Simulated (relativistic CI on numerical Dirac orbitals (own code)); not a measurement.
# Fe²⁺ in a cubic cluster: 3p photoemission with charge transfer

Computed with a charge-transfer multiplet model of a cubic metal-ligand cluster with up to 2 ligand holes, Slater and spin-orbit integrals from Dirac-Coulomb-Breit ions, Slater integrals scaled by 0.9. The ground state mixes d6 with configurations of k ligand holes L, whose averages lie at kΔ + k(k − 1)U_dd/2; a core hole lowers each added d electron by U_cd. 20 K, Lorentzian 0.9 eV and Gaussian 0.8 eV FWHM.

Atomic integrals in eV (Slater integrals scaled, ζ unscaled), ground: F2dd 9.813, F4dd 6.093, zeta_d 0.049; with the core hole: F2dd 10.846, F4dd 6.781, zeta_d 0.055, zeta_core 1.015, F2cd 11.698, G1cd 14.487, G3cd 8.823.

Cluster parameters (eV): Δ = 6.5, U_dd = 6.6, U_cd = 7.7, 10Dq = 0.75, 10Dq(ligand) = 1.5, final-state hopping factor = 0.8.

Weights, n_d and S are thermal averages at 20 K. Binding energies count from the first peak over 30 % of the highest in each spectrum, which can be another peak from case to case. The parameters are a model scan and need not match a compound or its usual spin state. Peaks in eV (height, largest 100): 0.0 (96), 2.5 (100), 6.2 (34), 8.1 (44), 11.6 (12), 18.4 (15), 20.5 (35), 24.1 (34).

(1) Which parameters give this spectrum?
A. V(eg) = 0.85 eV, V(t2g) = -0.43 eV
B. V(eg) = 1.15 eV, V(t2g) = -0.58 eV
C. V(eg) = 1.75 eV, V(t2g) = -0.89 eV

Results:

(1) C. V(eg) = 1.75 eV, V(t2g) = -0.89 eV; the ground state then has 6.10 d electrons and S = 2.00. The choice follows from running the model for each set and comparing peak positions and heights.
